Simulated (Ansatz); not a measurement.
## Ligand exchange: KH + GaH(CH3)(SH) → KSH + GaH2(CH3)

Species: KH, singlet; GaH(CH3)(SH), singlet; KSH `[SH][K]`, singlet; GaH2(CH3), singlet. The partners trade H for SH: K–H and Ga–SH bonds give way to K–SH and Ga–H.

Shapes, held fixed at every level: PBE0-D4/def2-TZVP. Flexible molecules stand in one conformer, not always the lowest. Programs: Ansatz 0.2.0. Electronic energies: no zero-point or thermal term.

| level | kind | ΔE (kJ/mol) | less CCSD(T)/def2-TZVPP |
| --- | --- | --- | --- |
| HF/def2-SVP | Hartree–Fock | -82.7 | -9.9 |
| HF/def2-TZVPP | Hartree–Fock | -85.1 | -12.3 |
| B3LYP-D4/def2-TZVPP | global hybrid | -66.3 | +6.5 |
| PBE0-D4/def2-TZVPP | global hybrid | -67.5 | +5.3 |
| B2PLYP/def2-TZVPP | double hybrid | -75.6 | -2.8 |
| MP2/def2-SVP | perturbation theory | -65.2 | +7.6 |
| CCSD(T)/def2-SVP | coupled cluster or CI | -59.6 | +13.2 |
| CCSD(T)/def2-TZVPP | coupled cluster or CI | -72.8 | 0.0 |

The highest level, CCSD(T)/def2-TZVPP, gives ΔE = -72.8 kJ/mol; the levels span -85.1 to -59.6. The column of differences is taken from that level and isn't an error. No measured value is set beside it here. Relativity is left out for Ga. Outer-core shells of Ga, K are correlated in most correlated rows, in sets that cover them unevenly.
